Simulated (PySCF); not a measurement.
## Correlation energy of Rh (rhodium, neutral)

[Kr] 4d7 5s2, high-spin 4F determinant (an excited configuration). Calculation: PySCF 2.14, in def2-TZVPPD with the def2 core potential (28 electrons) (6s4p3d2f1g, 56 functions); scalar relativity through the core potential. Frozen: 4s2 4p6; 9 electrons correlated.

```
  level  correlation energy (mhartree)
   CCSD                        -228.92
    (T)                          -8.48
CCSD(T)                        -237.40
```

Diagnostics: T1 = 0.021, D1 = 0.0753, largest double amplitude 0.074.

Cost of the coupled-cluster step: roughly 4 core-seconds, for 9 correlated electrons.
